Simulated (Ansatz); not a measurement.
Species: C2H3, net charge 1, singlet state. It need not be the lowest isomer of its formula. SMILES: [CH][CH2+]
Geometry from a B3LYP-D3(BJ)/def2-TZVP (Ansatz, a program for electronic structure) optimisation:
```xyz
5

C     -0.5795    -0.0017    -0.0062
C      0.6720     0.0020     0.0071
H      1.7532     0.0052     0.0186
H     -1.1567     0.9359    -0.0245
H     -1.1514    -0.9427    -0.0001
```
Charge +1, spin multiplicity 1.

Wanted: vertical electron affinity (to the doublet state of charge +0; a negative value means that the extra electron is unbound and the number depends on the basis; each state is the SCF solution reached for its spin; the UHF <S^2> is 0.86 for the doublet (pure: 0.75); for the singlet T1 is 0.026), in eV. Valence correlation only, unless marked. UHF or UKS for open shells. Spin-orbit coupling is left out. No relativistic terms. CBS marks a two-point X^-3 extrapolation of the correlation energy; Hartree-Fock from the larger set.

CCSD(T)/CBS(def2-TZVPPD,def2-QZVPPD) (Ansatz) gives 8.38 eV.

Another calculation gave 8.54 eV. Which level was it?
A) r2SCAN/def2-TZVPD (Ansatz)
B) wB97M-V/def2-TZVPD (Ansatz)
C) SVWN5/def2-TZVPD (Ansatz)

A, r2SCAN/def2-TZVPD (Ansatz). The others give 8.41 (SVWN5), 8.26 (wB97M-V) eV.
